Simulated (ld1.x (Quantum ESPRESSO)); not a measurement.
# silicon, RRKJ: configuration errors across variants

- Element: Si
- Generator: ld1.x (Quantum ESPRESSO) 7.5
- Type: norm-conserving RRKJ (Kleinman–Bylander form)
- Functional: PBE
- Relativity: non-relativistic
- Frozen core: [Ne]
- Valence charge: 4
- Reference configuration: 3s2 3p0 (charge +2)
- Partial waves: 3s (bound): rc 1.50 bohr; 3p (bound, empty): rc 1.35 bohr
- Local potential: all-electron potential smoothed inside 1.35 bohr (lloc = -1)
- Core correction: Bessel-smoothed model core inside 0.65 bohr
- rho0: 0.02

All-electron excitation energies from the reference (eV): (1) 3s2 3p2 -23.756; (2) 3s2 3p1 -16.005; (3) 3s1 3p0 33.902; (4) 3s1 3p3 -16.997; (5) 3s1 3p2 -8.637; (6) 3s0 3p4 -10.092; (7) 3s2 3p2.3 -24.689.

3 further variants failed, have other tests or another functional or relativity, and are left out.

A true bound ghost makes a file unfit for plane-wave use even where its test errors are small: the radial tests pick states by their node count and pass the ghost by.

Errors AE − PS in meV (a dash: test not solved or not reliable):

```csv
change,(1),(2),(3),(4),(5),(6),(7),bound ghosts
base,+32,+12,+18,+24,+8.0,+19,+36,none
core correction Bessel-smoothed model core inside 1.14 bohr,+32,+12,+20,+24,+8.2,+20,+36,none
"type ultrasoft; waves now 3s (bound): rcut 1.30, rcutus 1.50 bohr; 3s channel at -1.65 Ry: rcut 1.30, rcutus 1.50 bohr; 3p (bound): rcut 1.15, rcutus 1.35 bohr; 3p channel at 0.3 Ry: rcut 1.15, rcutus 1.35 bohr; local potential all-electron potential smoothed inside 1.30 bohr (lloc = -1); augmentation built from norm-conserving waves at rcut, not smoothed further; rho0 0",-8.0,-2.8,-1.9,-12,-5.5,-16,-9.2,"s, p"
```

Q: Give the same row for: all radii but the core radius scaled by about 1.40 (s 2.10, p 1.90 bohr); local potential all-electron potential smoothed inside 1.90 bohr (lloc = -1).

A: +27, +11, +9.6, +13, +0.9, -10, +29; bound ghosts: none.
